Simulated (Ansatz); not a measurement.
Consider the ligand exchange at the Si–O bond: `OC[SiH2]O[SiH3]` + `[AsH3]` → `OC[SiH2][AsH2]` + `O[SiH3]`.

Calculated with Ansatz (gas phase, PBE0-D4/def2-TZVP geometries, no zero-point term in ΔE). CCSD(T)/CBS is the MP2 limit (def2-TZVPP, def2-QZVPP) plus CCSD(T) − MP2 in def2-TZVPP, frozen cores. DFT in def2-TZVPP. For As outer-core shells are correlated without core-valence functions, which leaves a few kJ/mol of doubt a bond. Scalar relativity is left out up to krypton. One conformer a species, not always the lowest.

`OC[SiH2]O[SiH3]`:

```xyz
13

O     1.081    1.229   -0.577
C    -0.321    1.437   -0.681
Si   -1.098   -0.270   -0.837
O    -0.603   -1.196    0.416
Si    0.710   -1.478    1.356
H     1.514    2.066   -0.392
H    -0.724    1.939    0.210
H    -0.582    2.057   -1.551
H    -0.687   -0.897   -2.120
H    -2.578   -0.146   -0.790
H     1.908   -1.766    0.528
H     0.399   -2.660    2.200
H     0.981   -0.314    2.239
```

`[AsH3]`:

```xyz
4

As    0.201    0.284   -0.532
H    -1.227    0.369   -0.014
H     0.251   -1.219   -0.304
H     0.775    0.566    0.849
```

`OC[SiH2][AsH2]`:

```xyz
11

O    -0.772    1.591    0.007
C    -1.136    0.222    0.006
Si    0.286   -0.784   -0.733
As    2.329   -0.541    0.425
H    -1.490    2.102    0.386
H    -1.341   -0.150    1.019
H    -2.039    0.040   -0.596
H     0.505   -0.382   -2.148
H    -0.108   -2.220   -0.700
H     1.659   -0.834    1.762
H     2.107    0.957    0.572
```

`O[SiH3]`:

Cartesian coordinates in Å:
```
O -0.782 -0.017 1.016
Si 0.113 -0.099 -0.366
H -0.448 0.523 1.733
H 0.283 1.242 -0.991
H -0.635 -0.990 -1.281
H 1.469 -0.659 -0.110
```

| level | ΔE (kcal/mol) |
| --- | --- |
| ωB97X-V | 20.2 |
| B2PLYP | 20.4 |
| HF/CBS(def2) | 26.0 |
| MP2/CBS(def2) | 19.0 |

Question: What does CCSD(T)/CBS give? (An estimate is asked.)

Answer: Computed: +19.5 kcal/mol. The listed levels differ from it by 0.7, 0.9, 6.5, -0.5 kcal/mol.

Largest T1 diagnostic among the species: 0.011.

From PBE to PBE0 (25 % exact exchange), in def2-TZVPP and without D4, ΔE moves by +1.5 kcal/mol. In def2-TZVPP, CCSD(T) changes the Hartree–Fock value by −5.2 kcal/mol (the triples alone add −0.8 kcal/mol) and MP2 by −5.7 kcal/mol.
